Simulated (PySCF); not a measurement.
# RuCl3, sextet: molecular constants

Level of theory: UPBE0 in PySCF with Ru def2-TZVP with ECP28, Cl def2-TZVP; scalar-relativistic core potentials, no spin–orbit coupling; density-fitted integrals.

The structure is a minimum.

| Quantity | Value |
| --- | --- |
| Point group | D3h |
| Bond lengths | Ru–Cl 2.255 Å (×3) |
| Bond angles | Cl–Ru–Cl 120.0° (×3) |
| Spin squared ⟨S²⟩ | 8.761 |
| Rotational symmetry number | 6 |
| Atomisation energy without zero-point energy | 956 kJ/mol |
| Highest occupied level (α) | -7.94 eV |
| Lowest empty level (β) | -5.23 eV |
| Heat capacity Cp at 298.15 K | 77.0 J/(mol K) |
| Rotational constants | 0.0632, 0.0632, 0.0316 cm⁻¹ |
| Enthalpy at 298.15 K above 0 K | 18.88 kJ/mol |
| Principal quadrupole moments (Buckingham, traceless) about the centre of mass | -3.88, -3.88, 7.75 D Å |
| Principal polarisabilities | 44.3, 98.4, 98.4 bohr³ |
| Entropy at 298.15 K and 1 bar (electronic part: spin only) | 364.5 J/(mol K) |
| Dipole moment | 0.00 D |
| Zero-point energy | 7.9 kJ/mol |

Harmonic modes (masses in u: Ru 101.904, Cl 34.969):
```csv
symmetry,ω (cm⁻¹),"IR (km/mol, summed over degenerate members)",type
a2'',49,12.0,bend
e',71,2.6,bend
a1',355,0.0,stretch
e',391,177,stretch
```

In D3h the vibrations span a2'' + 2e' + a1'. The a1' mode carries no infrared intensity, as symmetry demands.

Charges (e):
```tsv
atom	Mulliken	Löwdin	polar tensor	spin (Mulliken)	Mayer order to Ru1
Ru1	1.00	-0.05	1.54	3.83	–
Cl2,3,4	-0.33	0.02	-0.51	0.39	1.08
```

Mulliken populations on Ru1 (electrons outside its core potential): s 2.39, p 6.41, d 6.19, f 0.01.

Formally Ru is in oxidation state +3, d5, with 5 unpaired electrons (the high-spin count). The Mulliken spin on Ru is 3.83. The polar-tensor charge on Ru, 1.54, is far below the formal one.

This need not be the most stable arrangement of these atoms. With open d or f shells other occupations or spin states may lie lower.

The final relaxation and frequency run took 58 s on 4 threads of a shared Arm Neoverse V1 host, with 151 basis functions and 7 gradients; the process peaked at 1.5 GiB.
